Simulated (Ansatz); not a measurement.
InMe2(OMe) (C3H9InO). Total charge 0; singlet. Geometry r2SCAN-D4/def2-SVP.

```csv
atom,x (Å),y (Å),z (Å)
C1,1.037,0.040,-1.861
C2,-0.332,-2.481,0.995
C3,-0.623,2.219,0.769
In4,0.090,-0.643,-0.041
O5,-0.659,0.863,1.083
H6,0.266,0.236,-2.623
H7,1.731,-0.720,-2.247
H8,1.584,0.975,-1.671
H9,0.586,-3.068,1.150
H10,-1.043,-3.092,0.419
H11,-0.777,-2.226,1.968
H12,-0.127,2.453,-0.200
H13,-0.085,2.798,1.548
H14,-1.647,2.645,0.711
```

In the def2 sets In takes a core potential; there is no spin–orbit coupling.

Task: Estimate the orbital energies around the gap (eV) in Ansatz with PBE-D4/def2-TZVP, revPBE-D4/def2-TZVP, r2SCAN-D4/def2-TZVP, PBE0-D4/def2-SVP, ωB97X-V/def2-TZVP.

Result: 
```json
{"orbital": "HOMO−13", "PBE-D4/def2-TZVP": "-16.49", "revPBE-D4/def2-TZVP": "-16.47", "r2SCAN-D4/def2-TZVP": "-17.34", "PBE0-D4/def2-SVP": "-18.62", "ωB97X-V/def2-TZVP": "-21.72"}
{"orbital": "HOMO−12", "PBE-D4/def2-TZVP": "-16.45", "revPBE-D4/def2-TZVP": "-16.44", "r2SCAN-D4/def2-TZVP": "-17.29", "PBE0-D4/def2-SVP": "-18.55", "ωB97X-V/def2-TZVP": "-21.66"}
{"orbital": "HOMO−11", "PBE-D4/def2-TZVP": "-15.33", "revPBE-D4/def2-TZVP": "-15.32", "r2SCAN-D4/def2-TZVP": "-16.14", "PBE0-D4/def2-SVP": "-17.32", "ωB97X-V/def2-TZVP": "-20.43"}
{"orbital": "HOMO−10", "PBE-D4/def2-TZVP": "-10.75", "revPBE-D4/def2-TZVP": "-10.66", "r2SCAN-D4/def2-TZVP": "-11.08", "PBE0-D4/def2-SVP": "-12.29", "ωB97X-V/def2-TZVP": "-14.97"}
{"orbital": "HOMO−9", "PBE-D4/def2-TZVP": "-9.89", "revPBE-D4/def2-TZVP": "-9.84", "r2SCAN-D4/def2-TZVP": "-10.28", "PBE0-D4/def2-SVP": "-11.44", "ωB97X-V/def2-TZVP": "-14.17"}
{"orbital": "HOMO−8", "PBE-D4/def2-TZVP": "-9.82", "revPBE-D4/def2-TZVP": "-9.76", "r2SCAN-D4/def2-TZVP": "-10.18", "PBE0-D4/def2-SVP": "-11.31", "ωB97X-V/def2-TZVP": "-13.98"}
{"orbital": "HOMO−7", "PBE-D4/def2-TZVP": "-9.71", "revPBE-D4/def2-TZVP": "-9.67", "r2SCAN-D4/def2-TZVP": "-10.09", "PBE0-D4/def2-SVP": "-11.17", "ωB97X-V/def2-TZVP": "-13.82"}
{"orbital": "HOMO−6", "PBE-D4/def2-TZVP": "-9.66", "revPBE-D4/def2-TZVP": "-9.62", "r2SCAN-D4/def2-TZVP": "-10.04", "PBE0-D4/def2-SVP": "-11.13", "ωB97X-V/def2-TZVP": "-13.78"}
{"orbital": "HOMO−5", "PBE-D4/def2-TZVP": "-9.58", "revPBE-D4/def2-TZVP": "-9.55", "r2SCAN-D4/def2-TZVP": "-9.96", "PBE0-D4/def2-SVP": "-11.03", "ωB97X-V/def2-TZVP": "-13.66"}
{"orbital": "HOMO−4", "PBE-D4/def2-TZVP": "-9.50", "revPBE-D4/def2-TZVP": "-9.45", "r2SCAN-D4/def2-TZVP": "-9.86", "PBE0-D4/def2-SVP": "-10.95", "ωB97X-V/def2-TZVP": "-13.58"}
{"orbital": "HOMO−3", "PBE-D4/def2-TZVP": "-8.28", "revPBE-D4/def2-TZVP": "-8.21", "r2SCAN-D4/def2-TZVP": "-8.55", "PBE0-D4/def2-SVP": "-9.55", "ωB97X-V/def2-TZVP": "-12.07"}
{"orbital": "HOMO−2", "PBE-D4/def2-TZVP": "-6.51", "revPBE-D4/def2-TZVP": "-6.44", "r2SCAN-D4/def2-TZVP": "-6.73", "PBE0-D4/def2-SVP": "-7.63", "ωB97X-V/def2-TZVP": "-9.96"}
{"orbital": "HOMO−1", "PBE-D4/def2-TZVP": "-5.59", "revPBE-D4/def2-TZVP": "-5.52", "r2SCAN-D4/def2-TZVP": "-5.84", "PBE0-D4/def2-SVP": "-6.85", "ωB97X-V/def2-TZVP": "-9.37"}
{"orbital": "HOMO", "PBE-D4/def2-TZVP": "-5.43", "revPBE-D4/def2-TZVP": "-5.36", "r2SCAN-D4/def2-TZVP": "-5.68", "PBE0-D4/def2-SVP": "-6.69", "ωB97X-V/def2-TZVP": "-9.32"}
{"orbital": "LUMO", "PBE-D4/def2-TZVP": "-1.50", "revPBE-D4/def2-TZVP": "-1.39", "r2SCAN-D4/def2-TZVP": "-1.24", "PBE0-D4/def2-SVP": "-0.69", "ωB97X-V/def2-TZVP": "0.88"}
{"orbital": "LUMO+1", "PBE-D4/def2-TZVP": "-1.17", "revPBE-D4/def2-TZVP": "-1.08", "r2SCAN-D4/def2-TZVP": "-0.84", "PBE0-D4/def2-SVP": "-0.02", "ωB97X-V/def2-TZVP": "1.50"}
{"orbital": "LUMO+2", "PBE-D4/def2-TZVP": "0.11", "revPBE-D4/def2-TZVP": "0.15", "r2SCAN-D4/def2-TZVP": "0.64", "PBE0-D4/def2-SVP": "1.35", "ωB97X-V/def2-TZVP": "2.20"}
{"orbital": "LUMO+3", "PBE-D4/def2-TZVP": "0.26", "revPBE-D4/def2-TZVP": "0.28", "r2SCAN-D4/def2-TZVP": "0.94", "PBE0-D4/def2-SVP": "1.84", "ωB97X-V/def2-TZVP": "2.36"}
{"orbital": "LUMO+4", "PBE-D4/def2-TZVP": "1.26", "revPBE-D4/def2-TZVP": "1.29", "r2SCAN-D4/def2-TZVP": "1.96", "PBE0-D4/def2-SVP": "2.81", "ωB97X-V/def2-TZVP": "3.31"}
{"orbital": "LUMO+5", "PBE-D4/def2-TZVP": "1.36", "revPBE-D4/def2-TZVP": "1.33", "r2SCAN-D4/def2-TZVP": "2.06", "PBE0-D4/def2-SVP": "3.42", "ωB97X-V/def2-TZVP": "4.01"}
```
